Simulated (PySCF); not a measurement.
C3H6BN3, SMILES CNB1N=CC=N1.

Geometry optimised at B3LYP-D3(BJ)/def2-SVP. The structure was generated by enumeration, and PubChem lists no compound with its InChIKey, so it may never have been made. Other conformers were not sampled.

The numbers are results of TDA-B3LYP/def2-SVPD (PySCF 2.14.0), not measurements.

Vertical excitations.  State labels are in the subgroup Cs.

```csv
state,symmetry,energy (eV),λ (nm),f,main pairs
S1,A",3.17,391,0.000,HOMO→LUMO 99 %
S2,A",3.32,373,0.001,HOMO−1→LUMO 99 %
S3,A',4.92,252,0.030,HOMO−3→LUMO 87 %
S4,A',5.09,244,0.339,HOMO−2→LUMO 87 %
S5,A',6.71,185,0.023,HOMO→LUMO+1 97 %
S6,A",6.79,183,0.000,"HOMO−4→LUMO 68 %, HOMO−6→LUMO 26 %"
S7,A',6.82,182,0.023,HOMO−1→LUMO+1 96 %
S8,A",6.89,180,0.000,"HOMO−6→LUMO 68 %, HOMO−4→LUMO 20 %"
S9,A",6.93,179,0.007,HOMO→LUMO+3 94 %
S10,A",6.97,178,0.000,HOMO−1→LUMO+3 93 %
T1,A",2.74,452,0,HOMO→LUMO 98 %
T2,A",2.80,443,0,HOMO−1→LUMO 98 %
T3,A',3.17,391,0,HOMO−3→LUMO 94 %
T4,A',3.52,352,0,HOMO−2→LUMO 94 %
```
Triplets are in the Tamm–Dancoff approximation.
